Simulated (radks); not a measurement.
Species: Rh I. Configuration: [Kr] 4d8.25 5s0.75 (fractional occupations, a model configuration). Method: Dirac Kohn-Sham, PBEsol, spin-unpolarised, spherical densities, finite nucleus; open shells fill j = l - 1/2 first; Fermi nuclear charge, rms radius 4.4945 fm; computed with a radial shooting solver on a logarithmic mesh with Libxc functionals.

Unscreened Slater integrals over Kohn-Sham orbitals (hartree). Large and small components are both included.

| integral | value |
|---|---|
| F0(5s1/2,5s1/2) | 0.27249 |
| F0(5s1/2,4d5/2) | 0.33580 |
| G2(5s1/2,4d5/2) | 0.064691 |
| F0(5s1/2,4d3/2) | 0.33678 |
| G2(5s1/2,4d3/2) | 0.062451 |
| F0(5s1/2,4p3/2) | 0.35165 |
| G1(5s1/2,4p3/2) | 0.018585 |
| F0(4d5/2,4d5/2) | 0.56575 |
| F2(4d5/2,4d5/2) | 0.27142 |
| F4(4d5/2,4d5/2) | 0.17417 |
| F0(4d5/2,4d3/2) | 0.57064 |
| F2(4d5/2,4d3/2) | 0.27405 |
| G2(4d5/2,4d3/2) | 0.27393 |
| G4(4d5/2,4d3/2) | 0.17589 |
| F0(4d5/2,4p3/2) | 0.66448 |
| F2(4d5/2,4p3/2) | 0.31343 |
| G1(4d5/2,4p3/2) | 0.38834 |
| G3(4d5/2,4p3/2) | 0.23495 |
| F0(4d3/2,4d3/2) | 0.57565 |
| F2(4d3/2,4d3/2) | 0.27680 |
| F0(4d3/2,4p3/2) | 0.67187 |
| F2(4d3/2,4p3/2) | 0.31893 |
| G1(4d3/2,4p3/2) | 0.39670 |
| G3(4d3/2,4p3/2) | 0.24015 |
| F0(4p3/2,4p3/2) | 0.82350 |
| F2(4p3/2,4p3/2) | 0.43044 |
